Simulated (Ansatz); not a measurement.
Calculated with Ansatz (gas phase, PBE0-D4/def2-TZVP geometries, no zero-point term in ΔE). CCSD(T)/CBS adds triple-zeta CCSD(T) − MP2 to the extrapolated MP2 energy (def2 sets, frozen cores). This one scheme is used for every species. DFT in def2-TZVPP. One conformer a species, not always the lowest.

Consider the formal exchange of groups at the Si–N bond: `CN[Si](F)(F)NC` + `CON` → `CN[Si](F)(F)OC` + `CNN`.

CCSD(T)/CBS gives -1.00 eV.

(1) Another level gave -0.96 eV. Which?
A. PBE0/def2-TZVPP
B. PBE-D4/def2-TZVPP
C. MP2/def2-TZVPP
D. HF/def2-TZVPP

Largest T1 diagnostic among the species: 0.011.

Answers

(1) A. PBE0 -0.96, MP2/def2-TZVPP -1.02, PBE-D4 -0.87, HF/def2-TZVPP -1.14 eV.

In def2-TZVPP, CCSD(T) changes the Hartree–Fock value by +0.17 eV (the triples alone add +0.03 eV) and MP2 by +0.12 eV. From PBE to PBE0 (25 % exact exchange), in def2-TZVPP and without D4, ΔE moves by −0.07 eV.
